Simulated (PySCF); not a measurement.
## Steps of a relaxation of [Ce(OH)3(NH3)]+

[Ce(OH)3(NH3)]+ (singlet). PySCF 2.14.0, RKS PBE0, Ce lcecp-2-SVP with ECP46, O def2-SVP, H def2-SVP, N def2-SVP; non-relativistic Hamiltonian with scalar-relativistic core potentials where named; density fitting; no spin-orbit coupling. Origin of the start: template. Columns: position (Å) and force (eV/Å). Energies are counted from the last step; some of the 15 steps are shown. Forces carry noise of the integration grid, about 0.01 to 0.03 eV/Å.

Run from Python with OMP_NUM_THREADS=2. Where DIIS fails, smearing, a level shift and second-order steps follow.
It took 77 s on 2 threads of Arm Neoverse V2 (shared host), from the converged density of the start.

```xyz
11
step 0  E = 0.473 eV
Ce    0.0175   -0.0163    0.0138     2.10   -2.05    1.93
O     1.2407    1.2069    1.2370    -1.47   -1.16   -1.26
H     1.7603    1.4790    2.0042     0.01   -0.02   -0.13
O    -1.2058   -1.2394    1.2370     0.99    1.58   -1.30
H    -1.7253   -1.5115    2.0042     0.14   -0.12   -0.08
O     1.2407   -1.2394   -1.2093    -1.43    1.32    1.14
H     1.7603   -2.0065   -1.4814    -0.02    0.10    0.05
N    -1.4071    1.4083   -1.4107     0.01    0.00    0.01
H    -2.0204    2.0215   -0.8737    -0.21    0.21    0.08
H    -0.8700    2.0215   -2.0240     0.08    0.22   -0.22
H    -2.0204    0.8712   -2.0240    -0.21   -0.09   -0.22
```

```xyz
11
step 5  E = 0.011 eV
Ce    0.0622   -0.0858    0.1064    -0.02    0.04   -0.04
O     1.1856    1.1544    1.2540    -0.15   -0.16   -0.14
H     1.7841    1.5527    1.8925     0.09    0.08    0.06
O    -1.2530   -1.1402    1.2352     0.01   -0.05    0.20
H    -1.6760   -1.6376    1.9511     0.07    0.09   -0.24
O     1.1740   -1.2602   -1.1232    -0.05    0.00    0.11
H     1.7441   -1.9440   -1.4960    -0.03    0.07   -0.01
N    -1.3869    1.4100   -1.4056     0.04   -0.03    0.03
H    -2.0053    2.0419   -0.8851     0.01   -0.01    0.01
H    -0.8482    2.0214   -2.0290     0.01   -0.01    0.01
H    -2.0103    0.8829   -2.0271     0.01   -0.01    0.01
```

```xyz
11
step 9  E = 0.001 eV
Ce    0.0534   -0.0878    0.1316    -0.05   -0.01    0.04
O     1.1980    1.1617    1.2391    -0.02    0.01   -0.04
H     1.8139    1.6089    1.8292     0.02    0.01    0.03
O    -1.2612   -1.1346    1.2633    -0.05   -0.02    0.05
H    -1.7425   -1.6899    1.8896     0.06    0.04   -0.06
O     1.1473   -1.2720   -1.0920     0.01    0.00   -0.02
H     1.7454   -1.9014   -1.5100     0.00   -0.02   -0.01
N    -1.3726    1.3989   -1.3871     0.00    0.00    0.00
H    -1.9913    2.0346   -0.8717     0.00    0.00    0.00
H    -0.8264    2.0058   -2.0083     0.01   -0.01    0.00
H    -1.9936    0.8713   -2.0104     0.00    0.00    0.00
```

Question: Where does the relaxation end?

Answer: It converges at step 14 in nearly C3v:
```xyz
11
step 14  E = 0
Ce    0.0479   -0.0898    0.1434
O     1.1961    1.1779    1.2287
H     1.8100    1.6237    1.8232
O    -1.2715   -1.1333    1.2722
H    -1.7408   -1.7098    1.8854
O     1.1379   -1.2670   -1.0936
H     1.7272   -1.8968   -1.5237
N    -1.3638    1.3937   -1.3818
H    -1.9857    2.0311   -0.8726
H    -0.8078    1.9983   -1.9964
H    -1.9793    0.8675   -2.0116
```

Question: How did the contacts change?

Answer: 
| contact | start (Å) | end (Å) |
| --- | --- | --- |
| Ce1–O2 (OH) | 2.119 | 2.026 |
| Ce1–O4 (OH) | 2.119 | 2.026 |
| Ce1–O6 (OH) | 2.119 | 2.026 |
| Ce1–N8 (NH3) | 2.467 | 2.553 |
